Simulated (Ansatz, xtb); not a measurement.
Breaking the Al1–H2 bond in AlBrH2 (SMILES [AlH2][Br]) (multiplicity 1 held, fragments rigid). Energies count from the point at 1.569 Å.
Geometry at that point (charge 0, multiplicity 1):
| atom | x (Å) | y (Å) | z (Å) |
|---|---|---|---|
| Al | -0.8354 | -1.2987 | 0.2064 |
| H | -0.3244 | -2.3295 | 1.2738 |
| H | -2.1257 | -1.4794 | -0.6685 |
| Br | 0.3803 | 0.5912 | -0.0940 |

Restricted levels (R-, RO-) in cc, def2 and unpolarised 6-31G sets keep to the state of the molecule at rest. U- levels take the lowest unrestricted solution at each point, which mixes spins at long bonds. Active spaces are followed from a long bond inwards. Levels need not reach the same state.

Frozen-core correlation. Filled d and f shells under p-block atoms count as core.

Run with Ansatz (a first-principles code) with Gaussian orbitals; xtb for the GFN methods.  The GFN methods have no spin term and hold the electronic entropy of 300 K.

Energies in kcal/mol.

```json
[
 {"R (Å)": "1.256", "GFN2-xTB": "20.4", "U-MP2/def2-SVP": "26.0", "R-SCS-MP2/def2-SVP": "25.9", "FIC-MRCISD+Q on CASSCF(2,2)/def2-SVP": "25.9"},
 {"R (Å)": "1.412", "GFN2-xTB": "2.4", "U-MP2/def2-SVP": "5.1", "R-SCS-MP2/def2-SVP": "5.1", "FIC-MRCISD+Q on CASSCF(2,2)/def2-SVP": "5.1"},
 {"R (Å)": "1.569", "GFN2-xTB": "0.0", "U-MP2/def2-SVP": "0.0", "R-SCS-MP2/def2-SVP": "0.0", "FIC-MRCISD+Q on CASSCF(2,2)/def2-SVP": "0.0"},
 {"R (Å)": "1.726", "GFN2-xTB": "3.6", "U-MP2/def2-SVP": "3.6", "R-SCS-MP2/def2-SVP": "3.6", "FIC-MRCISD+Q on CASSCF(2,2)/def2-SVP": "3.4"},
 {"R (Å)": "1.883", "GFN2-xTB": "9.6", "U-MP2/def2-SVP": "11.8", "R-SCS-MP2/def2-SVP": "11.8", "FIC-MRCISD+Q on CASSCF(2,2)/def2-SVP": "11.1"},
 {"R (Å)": "2.119", "GFN2-xTB": "20.6", "U-MP2/def2-SVP": "27.8", "R-SCS-MP2/def2-SVP": "27.7", "FIC-MRCISD+Q on CASSCF(2,2)/def2-SVP": "25.9"},
 {"R (Å)": "2.354", "GFN2-xTB": "32.8", "U-MP2/def2-SVP": "48.0", "R-SCS-MP2/def2-SVP": "44.3", "FIC-MRCISD+Q on CASSCF(2,2)/def2-SVP": "40.7"},
 {"R (Å)": "2.746", "GFN2-xTB": "53.5", "U-MP2/def2-SVP": "70.2", "R-SCS-MP2/def2-SVP": "68.9", "FIC-MRCISD+Q on CASSCF(2,2)/def2-SVP": "60.7"},
 {"R (Å)": "3.139", "GFN2-xTB": "72.4", "U-MP2/def2-SVP": "77.5", "R-SCS-MP2/def2-SVP": "87.7", "FIC-MRCISD+Q on CASSCF(2,2)/def2-SVP": "73.3"},
 {"R (Å)": "3.610", "GFN2-xTB": "89.9", "U-MP2/def2-SVP": "80.2", "R-SCS-MP2/def2-SVP": "102.8", "FIC-MRCISD+Q on CASSCF(2,2)/def2-SVP": "80.6"},
 {"R (Å)": "4.237", "GFN2-xTB": "103.6", "U-MP2/def2-SVP": "81.1", "R-SCS-MP2/def2-SVP": "111.3", "FIC-MRCISD+Q on CASSCF(2,2)/def2-SVP": "83.7"},
 {"R (Å)": "5.022", "GFN2-xTB": "109.9", "U-MP2/def2-SVP": "81.3", "R-SCS-MP2/def2-SVP": "106.8", "FIC-MRCISD+Q on CASSCF(2,2)/def2-SVP": "84.5"}
]
```

Doubts at one or more of the structures used: a spin-contaminated determinant (U-MP2/def2-SVP); a restricted determinant that unrestricted orbitals would lower (R-SCS-MP2/def2-SVP).
